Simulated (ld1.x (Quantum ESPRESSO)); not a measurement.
## Configuration tests for manganese (Mn) (PAW)

manganese (Mn), PAW, made with ld1.x (Quantum ESPRESSO) 7.5 (PBE, scalar-relativistic). Core [Ne], reference 3s2 3p6 3d5 4s1.75 4p0.25. Waves: 3s (bound): rcut 1.50, rcutus 1.65 bohr; 4s (bound): rcut 1.50, rcutus 1.65 bohr; 3p (bound): rcut 1.30, rcutus 1.55 bohr; 4p (bound): rcut 1.30, rcutus 1.55 bohr; 3d (bound): rcut 1.35, rcutus 1.45 bohr; 3d channel at 2.2 Ry: rcut 1.35, rcutus 1.45 bohr; 4f channel at 0.5 Ry: rcut 1.55, rcutus 1.80 bohr; 4f channel at 0.95 Ry: rcut 1.55, rcutus 1.80 bohr. Local part: all-electron potential smoothed inside 1.10 bohr (lloc = -1). Core correction: Bessel-smoothed model core, default radius (core density twice the valence density). Augmentation charge: PSQ, inside the norm-conserving radii.

Energies are relative to the spin-unpolarised reference configuration 3s2 3p6 3d5 4s1.75 4p0.25; without spin polarisation the order of configurations can differ from experiment. Not all tests gave a result: test run stopped at test 5 of 7 (negative rho). The frozen-core shift is the all-electron ΔE with the core orbitals held at their reference shape minus the fully relaxed ΔE.

Its overlap operator is not positive definite in a basis up to 400 Ry (lowest eigenvalue s -0.03, p -1.39, f -7.22), so the file is unfit for use: the generalised eigenproblem breaks down once the basis is large enough, and its test numbers describe a broken file.

| valence configuration | charge | ΔE all-electron (eV) | error AE − PS (meV) | frozen-core shift (meV) |
| --- | --- | --- | --- | --- |
| 3s2 3p6 3d5 4s2 4p0 | 0 | -0.941 | +0.3 | -0.1 |
| 3s2 3p6 3d5 4s1 4p0 | +1 | 7.475 | +1.1 | +0.7 |
| 3s2 3p6 3d5 4s0 4p0 | +2 | 23.074 | +5.9 | +1.9 |
| 3s2 3p6 3d5 4s1.5 4p0 | +0.5 | 2.420 | 0.0 | +0.3 |

Levels in the configuration 3s2 3p6 3d5 4s0 4p0:

```tsv
level	all-electron (eV)	pseudo (eV)
3s	-103.702	-103.816
3p	-72.429	-72.571
3d	-24.318	-24.403
```

A variational frozen-core shift is positive and of second order in the change. This column holds negative values, so the frozen-core run of ld1.x carries numerical noise or an error of first order here, and the column gives no more than the rough size of the effect.

The ghost test of this file was not conclusive.
